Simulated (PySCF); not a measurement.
## Polarisability and C₆ of In (indium, neutral)

[Kr] 4d10 5s2 5p1, 2P determinant. All numbers are calculated (PySCF 2.14, a scalar-relativistic core potential, in aug-cc-pVDZ-PP with ECP28MDF (5s4p3d, 32 functions)). Coupled (time-dependent) response in atomic units; α is the mean over directions. A double-zeta set is small for polarisabilities.

```tsv
method	mean α (bohr³)	α xx, yy, zz	C₆ (like pair)	S(−4)
UHF	73.28	59.28, 101.3, 59.28	771.6	2727
PBE	77.18	57.28, 117.0, 57.28	765.7	4085
PBE0	73.52	56.56, 107.4, 56.56	736.7	3294
M06	76.41	56.84, 115.6, 56.84	710.3	5072
HSE06	74.00	56.71, 108.6, 56.71	740.4	3381
```

S(−4) is the Cauchy moment in α(ω) = α(0) + S(−4) ω² + …

Reference α: 65 ± 4 bohr³ (recommended; Schwerdtfeger and Nagle, table of static dipole polarizabilities (2023 update)). Published C₆: 779.0 (Chu and Dalgarno (2004); Tang, Norbeck and Certain (1976)).

Spin-orbit coupling is absent.

α(iu) at UHF:

```csv
u (hartree),α(iu) (bohr³)
0,73.28
0.0500,67.32
0.100,55.47
0.200,34.99
0.300,22.68
0.500,11.29
0.750,5.969
1.00,3.681
1.50,1.796
2.00,1.057
3.00,0.4905
5.00,0.1826
```

A single London oscillator, α(iu) = α/(1 + u²/ω²), gives C₆ = (3/4) ω α². Matching the computed C₆ needs ω = 4 × 771.6 / (3 × 73.28²) = 0.192 hartree.

The components differ because the open shell of this determinant is not spherical; for a pure term their mean is the scalar polarisability.

Energies and moments cover only the electrons outside the core potential.
